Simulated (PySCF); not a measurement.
# B²⁺ (boron, charge +2) across methods

[He] 2s1, 2S determinant. Computed with PySCF 2.14 in dyall-av3z, with no relativity, point nucleus.

```json
{"method": "M06", "E (hartree)": "-23.4342", "mean ε 1s α (eV)": "-219.11", "mean ε 1s β (eV)": "-218.25", "mean ε 2s α (eV)": "-33.644", "Σ⟨r²⟩ (bohr²)": "3.389", "⟨S²⟩": "0.750"}
{"method": "LDA", "E (hartree)": "-23.1359", "mean ε 1s α (eV)": "-209.28", "mean ε 1s β (eV)": "-208.49", "mean ε 2s α (eV)": "-32.359", "Σ⟨r²⟩ (bohr²)": "3.410", "⟨S²⟩": "0.750"}
{"method": "HSE06", "E (hartree)": "-23.4026", "mean ε 1s α (eV)": "-218.39", "mean ε 1s β (eV)": "-217.37", "mean ε 2s α (eV)": "-33.632", "Σ⟨r²⟩ (bohr²)": "3.384", "⟨S²⟩": "0.750"}
{"method": "PBE0", "E (hartree)": "-23.3993", "mean ε 1s α (eV)": "-218.78", "mean ε 1s β (eV)": "-217.76", "mean ε 2s α (eV)": "-34.054", "Σ⟨r²⟩ (bohr²)": "3.383", "⟨S²⟩": "0.750"}
{"method": "PBE", "E (hartree)": "-23.3891", "mean ε 1s α (eV)": "-211.29", "mean ε 1s β (eV)": "-210.49", "mean ε 2s α (eV)": "-32.656", "Σ⟨r²⟩ (bohr²)": "3.381", "⟨S²⟩": "0.750"}
{"method": "r2SCAN", "E (hartree)": "-23.4242", "mean ε 1s α (eV)": "-214.30", "mean ε 1s β (eV)": "-213.65", "mean ε 2s α (eV)": "-32.889", "Σ⟨r²⟩ (bohr²)": "3.388", "⟨S²⟩": "0.750"}
{"method": "UHF", "E (hartree)": "-23.37604", "mean ε 1s α (eV)": "-240.54", "mean ε 1s β (eV)": "-238.80", "mean ε 2s α (eV)": "-37.823", "Σ⟨r²⟩ (bohr²)": "3.414", "⟨S²⟩": "0.750"}
{"method": "B3LYP", "E (hartree)": "-23.4352", "mean ε 1s α (eV)": "-217.70", "mean ε 1s β (eV)": "-216.82", "mean ε 2s α (eV)": "-33.770", "Σ⟨r²⟩ (bohr²)": "3.363", "⟨S²⟩": "0.750"}
{"method": "wB97M-V", "E (hartree)": "-23.4413", "mean ε 1s α (eV)": "-221.63", "mean ε 1s β (eV)": "-220.70", "mean ε 2s α (eV)": "-36.082", "Σ⟨r²⟩ (bohr²)": "3.410", "⟨S²⟩": "0.750"}
```
